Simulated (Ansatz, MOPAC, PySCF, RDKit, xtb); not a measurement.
Complex: SiH4 (SMILES [SiH4]) (first 5 atoms) with C2H6 (SMILES CC); geometry from B3LYP-D3(BJ)/def2-TZVP, rigid monomers moved along the line of their centres of mass till Si1···C7 is 3.39 Å.
(charge 0, multiplicity 1):
```xyz
13

Si    -0.262    -0.058     0.218
H     -0.050     1.274     0.826
H     -1.646    -0.509     0.485
H      0.694    -1.024     0.803
H     -0.044     0.027    -1.244
C      0.847     0.247     3.788
C     -0.601    -0.193     3.592
H      1.343     0.417     2.831
H      1.421    -0.508     4.327
H      0.905     1.176     4.358
H     -1.177     0.563     3.053
H     -1.098    -0.362     4.550
H     -0.660    -1.123     3.023
```

```
level                            interaction energy (kcal/mol)  cost
-------------------------------  -----------------------------  ----
MMFF94                                                    4.46     -
PM3                                                       0.11     -
PM7                                                       5.45     -
GFN2-xTB                                                  0.07     -
HF/3-21G (no counterpoise)                                2.04     -
r2SCAN/def2-TZVPPD                                        0.20    ×2
B3LYP/3-21G (no counterpoise)                             1.08     -
B3LYP-D3(BJ)/def2-TZVPPD                                 -0.59    ×1
PBE0/def2-TZVPPD                                          0.94    ×1
M06-2X/6-31G* (no counterpoise)                          -1.30     -
wB97X-V/def2-TZVPPD                                      -0.43    ×3
wB97M-V/def2-TZVPPD                                      -0.63    ×4
SCS-MP2/aug-cc-pV(D+d)Z                                   0.87     -
CCSD(T)/aug-cc-pV(D+d)Z                                   0.16    ×7
```

The rows run from -1.30 (M06-2X/6-31G* (no counterpoise)) to 5.45 kcal/mol (PM7). The 4 functionals in def2-TZVPPD without D3 or D4 span 1.57, from wB97M-V to PBE0.

Interaction energies are E(AB) − E(A) − E(B) at the monomers' geometry in the complex; basis-set methods are counterpoise corrected. Rows marked so take none.

Cores are frozen in the correlated methods. Rows in 3-21G, 6-31G* carry no dispersion term and start afresh at each structure (6-31G* with six Cartesian d functions). The state reached by PM3, PM7 isn't checked; PM7 holds dispersion and hydrogen-bond terms.

Programs: Ansatz (an electronic-structure program) with Gaussian orbitals; MOPAC for PM3, PM7 (differences of heats of formation); PySCF for 3-21G rows, 6-31G* rows, the dispersion terms; RDKit for the force fields; xtb for the GFN methods. Values without a source in brackets are computed.

Costs are rough ratios of core time to PBE/def2-TZVPPD (about 11 s over the structures, on one shared machine); a dash marks a level with no comparable run of its own.
